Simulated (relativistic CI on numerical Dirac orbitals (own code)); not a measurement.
**Pt6+: N6,7 absorption edge**

Computed with this model: Dirac-Coulomb-Breit CI, orbitals from a KLI potential per configuration, QED by a radiative potential, valence Slater integrals scaled by 0.9, multiplet model of core-to-valence dipole absorption; configurations [Xe] 4f14 5d4 → [Xe] 4f13 5d5; 300 K; Lorentzian 0.18 eV and Gaussian 0.3 eV FWHM. Energies are those of the free ion, without screening or charge transfer. The branching ratio is the share of the lower-energy edge in the whole absorption, uncertain by about 0.02 where the edges overlap. S is read from ⟨S²⟩ = S(S + 1).

Field parameters in Wybourne normalisation: D3d B²₀ = −7Dσ, B⁴₀ = −14Dq − 21Dτ, B⁴₃ = −14√(10/7) Dq. The field is a parameter set, without covalency.

free ion: ground-state S = 1.64, centroid 78.36 eV. Peaks (eV, height): 76.3 (49), 77.6 (100), 78.5 (73), 79.4 (6), 81.0 (31), 81.9 (10).

D3d, 10Dq = 33050, Dσ = -1200, Dτ = -220 cm⁻¹: ground-state S = 1.13, centroid 79.24 eV. Peaks (eV, height): 75.6 (100), 76.6 (7), 77.9 (92), 79.4 (64), 80.3 (41), 81.4 (87), 82.5 (20), 83.1 (15).

D3d, 10Dq = 33050, Dσ = 1200, Dτ = -220 cm⁻¹: ground-state S = 1.14, centroid 79.22 eV. Peaks (eV, height): 75.6 (100), 77.9 (84), 79.4 (61), 80.2 (38), 81.3 (84), 82.5 (20), 83.3 (15).

Strongest unbroadened transitions for D3d, 10Dq = 33050, Dσ = 1200, Dτ = -220 cm⁻¹:

| Energy (eV) | Relative strength |
| --- | --- |
| 75.58 | 53.9 |
| 75.61 | 100.0 |
| 77.52 | 11.9 |
| 77.54 | 46.1 |
| 77.86 | 32.9 |
| 77.88 | 45.6 |
| 78.00 | 15.6 |
| 78.23 | 19.4 |
| 78.24 | 28.6 |
| 78.50 | 11.8 |
| 78.56 | 11.8 |
| 79.36 | 21.0 |
| 79.40 | 13.4 |
| 79.43 | 15.2 |
| 79.45 | 19.9 |
| 81.30 | 24.1 |
| 81.32 | 10.8 |
| 81.38 | 36.3 |
